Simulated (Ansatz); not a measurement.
`CO[Si](N)(F)F` → F₂ + `CO[Si]N`  (silylene formation by 1,1-elimination)

Isolated molecules relaxed with PBE0-D4/def2-TZVP in Ansatz; ΔE leaves out vibrations. CCSD(T)/CBS is the MP2 limit (def2-TZVPP, def2-QZVPP) plus CCSD(T) − MP2 in def2-TZVPP, frozen cores. This one scheme is used for every species. DFT in def2-TZVPP. Each species was taken in one conformer, which may not be the lowest.

`CO[Si](N)(F)F`:

```xyz
11

C     0.330   -1.040    1.582
O     0.214    0.122    0.786
Si    0.042    0.171   -0.815
N    -0.549    1.677   -1.248
F    -0.863   -1.067   -1.240
F     1.397   -0.070   -1.602
H     0.079   -0.772    2.609
H     1.355   -1.420    1.558
H    -0.350   -1.827    1.244
H    -1.249    2.156   -0.711
H    -0.407    2.071   -2.161
```

F₂:

Z-matrix (Å, degrees):
```
F
F 1 1.376
```

`CO[Si]N`:

Cartesian coordinates in Å:
```
C 1.219 0.208 -1.182
O 0.336 0.241 -0.086
Si -0.943 -0.806 0.069
N -1.534 -0.212 1.554
H 1.197 1.171 -1.699
H 0.956 -0.578 -1.901
H 2.237 0.028 -0.828
H -2.344 -0.606 2.004
H -1.125 0.554 2.069
```

```csv
level,ΔE (eV),difference from CCSD(T)/CBS
r2SCAN-D4,10.23,-0.11
B97M-V,10.08,-0.26
r2SCANh-D4,10.38,0.04
CAM-B3LYP-D4,10.28,-0.06
PBE0,10.03,-0.31
HF/def2-TZVPP,10.93,0.59
MP2/def2-TZVPP,10.61,0.27
SCS-MP2/def2-TZVPP,10.36,0.02
CCSD/def2-TZVPP,10.30,-0.04
HF/CBS(def2),11.01,0.67
CCSD(T)/CBS,10.34,0
```

Largest T1 diagnostic among the species: 0.013.

The D4 term adds +0.10 eV with B3LYP and +0.05 eV with PBE0; it sums over pairs of atoms, weighted by their polarisabilities, and B3LYP, whose exchange is more repulsive, gets the larger term. At CCSD(T), def2-SVP lies −0.79 eV from the extrapolated value and def2-TZVPP −0.19 eV. From BLYP to BHLYP (50 % exact exchange), in def2-TZVPP and without D4, ΔE moves by +1.21 eV.

B3LYP here is the variant with VWN-RPA as its local correlation; programs differ in this.
